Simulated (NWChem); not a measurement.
System: SeCl4 cation, doublet; SMILES of the neutral closed-shell parent Cl[Se](Cl)(Cl)Cl

Here is an NWChem input.

```
start job
memory heap 200 mb stack 900 mb global 1100 mb
charge 1
geometry units angstroms noautoz
  Se     0.000000     0.000000     0.192971
  Cl     1.659048     0.000000    -1.127876
  Cl     0.000000     2.134060     0.905561
  Cl    -1.659048     0.000000    -1.127876
  Cl     0.000000    -2.134060     0.905561
end
basis spherical
  Se library def2-svp
  Cl library def2-svp
end
dft
  odft
  mult 2
  xc xcamb88 1.00 lyp 1.0 hfexch 1.00
  cam 0.33 cam_alpha 0.0 cam_beta 1.0
  iterations 150
  mulliken
end
task dft energy
```

In the optimisation the excess spin sits in a1 (C2v, its own frame). Structure relaxed at the PBE0/def2-SVP, spin-unrestricted level. Not confirmed as a minimum by frequencies. This spin state was assumed; another may lie lower. No stability test was run on the SCF state.

Problem. Give the results of this calculation. (LC-BLYP (range parameter 0.33 per bohr)/def2-SVP, spin-unrestricted.) Quantities: energy (Ha); highest occupied level (eV); lowest empty minus highest occupied level, either spin (eV); <S²>.

Solution. 
- energy (Ha) = -4239.83
- highest occupied level (eV) = -15.78
- lowest empty minus highest occupied level, either spin (eV) = 6.60
- <S²> = 0.779
